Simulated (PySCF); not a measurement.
# State search for HgBi

Unrestricted PBE0; PySCF, scalar-relativistic core potentials, basis sets Hg cc-pVDZ-PP with ECP60, Bi cc-pVDZ-PP with ECP60. Outer shells of the fragments: Hg 5d10 6s2; Bi 5d10 6s2 6p3.

Followed along the bond (rough minima from three points):

| 2Ms+1 | unpaired | ⟨S²⟩ at the start | R at minimum (Å) | Te (eV) |
| --- | --- | --- | --- | --- |
| 4 | σ ↑, π ↑↑ | 3.76 | 3.40 | 0.00 |
| 2 | σ ↓, π ↑↑ | 1.76 | 3.12 | 0.53 |
| 2 | σ ↑, π ↑↓ | 1.76 | 3.21 | 0.61 |
| 2 | π ↑ | 0.75 | 2.80 | 0.89 |
| 2 | σ ↑ | 0.76 | 3.15 | 1.49 |

Solutions found at the starting distance of 2.835 Å, counted from the lowest of them; the search is not exhaustive and high or unbound solutions are not listed, so other states can lie among these:

| 2Ms+1 | unpaired | term | E (eV) | ⟨S²⟩ | ⟨Lz²⟩ | μ (D) |
| --- | --- | --- | --- | --- | --- | --- |
| 4 | σ ↑, π ↑↑ | ⁴Σ⁻ | 0.00 | 3.76 | 0.00 | 0.58 |
| 2 | σ ↓, π ↑↑ | mixed | 0.43 | 1.76 | 0.00 | 0.49 |
| 2 | σ ↑, π ↑↓ | mixed | 0.54 | 1.76 | 2.01 | 0.57 |
| 2 | π ↑ | ²Π | 0.71 | 0.75 | 1.01 | -1.75 |
| 2 | σ ↑ | mixed | 1.40 | 0.76 | 2.00 | 0.74 |
| 2 | π ↑ | ²Π | 2.24 | 0.75 | 1.00 | 3.38 |
| 4 | π ↑↑↑ | ⁴Π | 3.36 | 3.76 | 1.00 | 4.02 |
| 4 | σ ↑↑, π ↑ | ⁴Π | 3.93 | 3.76 | 1.02 | -2.58 |
| 4 | π ↑↑↑ | ⁴Π | 8.52 | 3.75 | 1.01 | -0.89 |
| 4 | π ↑↑, δ ↑ | ⁴Δ | 8.68 | 3.76 | 4.00 | -1.04 |

A term symbol is given only where ⟨S²⟩ and ⟨Lz²⟩ are close to those of a pure state; real π, δ and φ orbitals otherwise mix terms. A positive dipole means Hg(−)Bi(+).

Q: Compare the gap between the two lowest followed solutions at the starting distance with the gap between their minima.

A: At PBE0 the second solution (Ms = 0.5 of mixed spin, unpaired electrons σ ↓, π ↑↑) lies +0.43 eV from the first (quartet, unpaired electrons σ ↑, π ↑↑) at 2.835 Å and +0.53 eV at the minima; the two curves relax by different amounts, since their minima lie near 3.12 and 3.40 Å.

Spin–orbit coupling is left out, which matters for elements this heavy, above all for dissociation energies. Counting both spins, an empty level lies below a filled one in some of these solutions, because spin and occupation are held.
